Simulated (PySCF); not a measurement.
C2H5BiBr2 (SMILES C[CH2][Bi]([Br])[Br]), singlet, at a GFN2-xTB geometry (such geometries of metal compounds can be far from the true shape) (core potentials on Bi); PySCF with DF-PBE0/def2-SVP.

Input for PySCF:
```python
from pyscf import gto, scf, dft

mol = gto.Mole()
mol.atom = '''
    Bi   -0.115273    0.156484    0.799100
    Br   -0.921451   -1.881753   -0.623256
    Br    1.925689    0.741680   -0.723828
    C    -1.481227    1.607179   -0.300339
    C    -1.449457    1.480041   -1.811284
    H    -1.173871    2.604848    0.006099
    H    -2.485506    1.428518    0.078079
    H    -1.766499    0.488342   -2.127142
    H    -0.449058    1.662834   -2.198092
    H    -2.121645    2.206550   -2.266547
'''
mol.basis = 'def2-svp'
mol.ecp = {'Bi': 'def2-svp'}
mol.charge = 0
mol.spin = 0
mol.verbose = 4
mol.max_memory = 1800
mol.build()

mf = dft.RKS(mol)
mf.xc = 'pbe0'
mf = mf.density_fit(auxbasis='def2-universal-jkfit')
mf.kernel()
```

Task: What does PySCF print? Leave out banner, timings and long lists.

Result: 
```
PySCF version 2.14.0

[INPUT] verbose = 4
[INPUT] num. atoms = 10
[INPUT] num. electrons = 110
[INPUT] charge = 0
[INPUT] spin (= nelec alpha-beta = 2S) = 0
[INPUT] symmetry False subgroup None
[INPUT] Mole.unit = angstrom
[INPUT] Symbol           X                Y                Z      unit          X                Y                Z       unit  Magmom
[INPUT]  1 Bi    -0.115273000000   0.156484000000   0.799100000000 AA   -0.217834399557   0.295711902876   1.510080146140 Bohr   0.0
[INPUT]  2 Br    -0.921451000000  -1.881753000000  -0.623256000000 AA   -1.741290027207  -3.555997804079  -1.177783145492 Bohr   0.0
[INPUT]  3 Br     1.925689000000   0.741680000000  -0.723828000000 AA    3.639024811088   1.401572072067  -1.367836681292 Bohr   0.0
[INPUT]  4 C     -1.481227000000   1.607179000000  -0.300339000000 AA   -2.799113358311   3.037128143152  -0.567558454526 Bohr   0.0
[INPUT]  5 C     -1.449457000000   1.480041000000  -1.811284000000 AA   -2.739076759334   2.796872143127  -3.422830693807 Bohr   0.0
[INPUT]  6 H     -1.173871000000   2.604848000000   0.006099000000 AA   -2.218294695569   4.922449316121   0.011525439634 Bohr   0.0
[INPUT]  7 H     -2.485506000000   1.428518000000   0.078079000000 AA   -4.696925620963   2.699507784011   0.147547926080 Bohr   0.0
[INPUT]  8 H     -1.766499000000   0.488342000000  -2.127142000000 AA   -3.338199309318   0.922832635122  -4.019715808060 Bohr   0.0
[INPUT]  9 H     -0.449058000000   1.662834000000  -2.198092000000 AA   -0.848596634045   3.142300850615  -4.153791876597 Bohr   0.0
[INPUT] 10 H     -2.121645000000   2.206550000000  -2.266547000000 AA   -4.009327983553   4.169775180159  -4.283153078455 Bohr   0.0

nuclear repulsion = 776.504998337794
number of shells = 61
number of NR pGTOs = 292
number of NR cGTOs = 143
basis = def2-svp
ecp = {'Bi': 'def2-svp'}

******** <class 'pyscf.df.df_jk.DFRKS'> ********
method = DFRKS
initial guess = minao
damping factor = 0
level_shift factor = 0
DIIS = <class 'pyscf.scf.diis.CDIIS'>
diis_start_cycle = 1
diis_space = 8
diis_damp = 0
SCF conv_tol = 1e-09
SCF conv_tol_grad = None
SCF max_cycles = 50
direct_scf = False
XC library pyscf.dft.libxc version 7.1.2
    S. Lehtola, C. Steigemann, M. J. T. Oliveira, and M. A. L. Marques,  SoftwareX 7, 1–5 (2018)
XC functionals = pbe0
    C. Adamo and V. Barone,  J. Chem. Phys. 110, 6158 (1999)
    M. Ernzerhof and G. E. Scuseria,  J. Chem. Phys. 110, 5029 (1999)
radial grids:
    Treutler-Ahlrichs [JCP 102, 346 (1995); DOI:10.1063/1.469408] (M4) radial grids

becke partition: Becke, JCP 88, 2547 (1988); DOI:10.1063/1.454033
pruning grids: <function nwchem_prune>
grids dens level: 3
symmetrized grids: False
atomic radii adjust function: <function treutler_atomic_radii_adjust>
small_rho_cutoff = 0
Set gradient conv threshold to 3.16228e-05
Initial guess from minao.
tot grids = 141568
******** <class 'pyscf.df.df.DF'> ********
auxbasis = def2-universal-jkfit
init E= -5412.20143927744
  HOMO = -0.628899338689498  LUMO = -0.582605575747916  gap/eV = 1.25972
cycle= 1 E= -5438.72770356199  delta_E= -26.5  |g|= 2.59  |ddm|= 13.7
  HOMO = 0.0460320328931574  LUMO = 0.105640803579924  gap/eV = 1.62204
cycle= 2 E= -5435.67016925099  delta_E= 3.06  |g|= 3.92  |ddm|= 26.6
  HOMO = -0.227415725066166  LUMO = -0.0767685597201798  gap/eV = 4.09932
cycle= 3 E= -5440.81899749819  delta_E= -5.15  |g|= 0.406  |ddm|= 25.7
  HOMO = -0.250505542896581  LUMO = -0.0560583048630874  gap/eV = 5.29118
cycle= 4 E= -5440.84983179637  delta_E= -0.0308  |g|= 0.323  |ddm|= 1.14
  HOMO = -0.264008047213954  LUMO = -0.0701683239858631  gap/eV = 5.27465
cycle= 5 E= -5440.87960101859  delta_E= -0.0298  |g|= 0.0638  |ddm|= 0.449
  HOMO = -0.270424530759301  LUMO = -0.0723425374186691  gap/eV = 5.39009
cycle= 6 E= -5440.88036686387  delta_E= -0.000766  |g|= 0.0273  |ddm|= 0.0835
  HOMO = -0.269276614042879  LUMO = -0.0727949449483513  gap/eV = 5.34654
cycle= 7 E= -5440.88057532099  delta_E= -0.000208  |g|= 0.0059  |ddm|= 0.0365
  HOMO = -0.269535426204574  LUMO = -0.0726644843741232  gap/eV = 5.35713
cycle= 8 E= -5440.88058455665  delta_E= -9.24e-06  |g|= 0.0014  |ddm|= 0.00806
  HOMO = -0.269549647268148  LUMO = -0.0726695656987842  gap/eV = 5.35738
cycle= 9 E= -5440.88058511116  delta_E= -5.55e-07  |g|= 0.000321  |ddm|= 0.00201
  HOMO = -0.269527566849755  LUMO = -0.0726401024245005  gap/eV = 5.35758
cycle= 10 E= -5440.88058513351  delta_E= -2.24e-08  |g|= 7.74e-05  |ddm|= 0.000455
  HOMO = -0.269533976682172  LUMO = -0.0726483388044451  gap/eV = 5.35753
cycle= 11 E= -5440.88058513511  delta_E= -1.6e-09  |g|= 1.56e-05  |ddm|= 0.000128
  HOMO = -0.269533565756773  LUMO = -0.0726481551146911  gap/eV = 5.35752
cycle= 12 E= -5440.8805851352  delta_E= -8.55e-11  |g|= 4.76e-06  |ddm|= 3.62e-05
  HOMO = -0.269533504284062  LUMO = -0.0726479458575177  gap/eV = 5.35753
Extra cycle  E= -5440.88058513519  delta_E= 1.09e-11  |g|= 5.84e-06  |ddm|= 1.85e-05
converged SCF energy = -5440.88058513519
```
